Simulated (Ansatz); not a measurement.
I2Sb (SMILES [I][Sb][I]), doublet, at a GFN2-xTB geometry (the spin is typed, not shown lowest) (all electrons, no relativity).

The Ansatz (an electronic-structure program) input:
Ansatz 0.2 input:
```yaml
crystal:
  periodic: [false, false, false]
  atoms:
    - {symbol: Sb, position_ang: [1.05305002, 0.53019418, 0.29488379]}
    - {symbol: I, position_ang: [-0.87992306, 1.25449383, -1.52311924]}
    - {symbol: I, position_ang: [-0.13338922, -1.76468068, 1.23936314]}
basis:
  gaussian:
    orbitals: 3-21G.json
hamiltonian:
  xc: cam_b3lyp
magnetization: {spin_polarized: true, initial_magnetization: 1}
```
The basis file holds 3-21G in the JSON format of the Basis Set Exchange.

Problem. Give the total energy at the level CAM-B3LYP/3-21G in Ansatz.

Solution. -20070.5893 Eh

Problem. What number of basis functions does CAM-B3LYP/3-21G give?

Solution. 99

Problem. What is the computed <S^2> (CAM-B3LYP/3-21G)?

Solution. 0.752
